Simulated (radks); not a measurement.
Values are calculated unless marked as measured or tabulated.
As IV, configuration [Ar] 3d10 4s2.

Level of theory: scalar-relativistic Kohn-Sham, Slater X-alpha with alpha = 0.811, spin-polarised, spherical densities, finite nucleus; Fermi nuclear charge, rms radius 4.0968 fm (a radial shooting solver on a logarithmic mesh with Libxc functionals).

Energy parts (eV):
total: -61757.945
kinetic: 62983.146
electron-nucleus: -147650.474
Hartree: 25467.021
exchange: -2557.638

Orbitals (lengths in bohr, moments of r in powers of bohr; r(max) is where P^2 peaks):
orbital,occ.,eigenvalue (eV),r(max),<r>
1s,2,-11790.82,0.02974,0.04548
2s,2,-1533.699,0.1698,0.2024
2p,6,-1353.466,0.1358,0.1766
3s,2,-228.8696,0.5200,0.5958
3p,6,-172.5324,0.5182,0.6126
3d,10,-78.9487,0.4711,0.6611
4s,2,-45.6040,1.511,1.713

The highest occupied level is 4s at -45.604 eV. The electron density at the nucleus is 3.598e+04 e/bohr^3 (large components only). For comparison, the ionisation energy in NIST's Atomic Spectra Database is 50.2 eV (measured). In exact Kohn-Sham theory the highest level is minus the ionisation energy, but local and semilocal functionals leave it too shallow, through self-interaction and a potential that decays too fast; potentials with the right tail come closer. Summed over all electrons, <r^2> = 15.91 bohr^2, which gives a Langevin (diamagnetic) susceptibility term of -12.6 x 10^-6 cm^3/mol.
